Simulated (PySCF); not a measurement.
## Polarisability and C₆ of Lu⁺ (lutetium, charge +1)

[Xe] 4f14 6s2, closed-shell 1S. Calculation: PySCF 2.14, in ANO-RCC-VTZP; scalar relativity by spin-free X2C-1e. Coupled (time-dependent) response in atomic units; α is the mean over directions. The basis has no added diffuse functions, which lowers α and C₆.

```
method  mean α (bohr³)  C₆ (like pair)  S(−4)
  PBE0           61.53           612.6   1586
```

S(−4) is the Cauchy moment in α(ω) = α(0) + S(−4) ω² + …

α(iu) at PBE0:

```json
{"u (hartree)": "0", "α(iu) (bohr³)": "61.53"}
{"u (hartree)": "0.0500", "α(iu) (bohr³)": "57.82"}
{"u (hartree)": "0.100", "α(iu) (bohr³)": "49.12"}
{"u (hartree)": "0.200", "α(iu) (bohr³)": "31.45"}
{"u (hartree)": "0.300", "α(iu) (bohr³)": "20.58"}
{"u (hartree)": "0.500", "α(iu) (bohr³)": "10.99"}
{"u (hartree)": "0.750", "α(iu) (bohr³)": "6.682"}
{"u (hartree)": "1.00", "α(iu) (bohr³)": "4.760"}
{"u (hartree)": "1.50", "α(iu) (bohr³)": "2.963"}
{"u (hartree)": "2.00", "α(iu) (bohr³)": "2.095"}
{"u (hartree)": "3.00", "α(iu) (bohr³)": "1.265"}
{"u (hartree)": "5.00", "α(iu) (bohr³)": "0.6553"}
```

A single London oscillator, α(iu) = α/(1 + u²/ω²), gives C₆ = (3/4) ω α². Matching the computed C₆ needs ω = 4 × 612.6 / (3 × 61.53²) = 0.216 hartree.

For an ion, C₆ is the dispersion term alone; charge-induced terms of lower order in 1/R come first.

Spin-orbit coupling, which splits the p, d and f shells strongly at this Z, is absent.
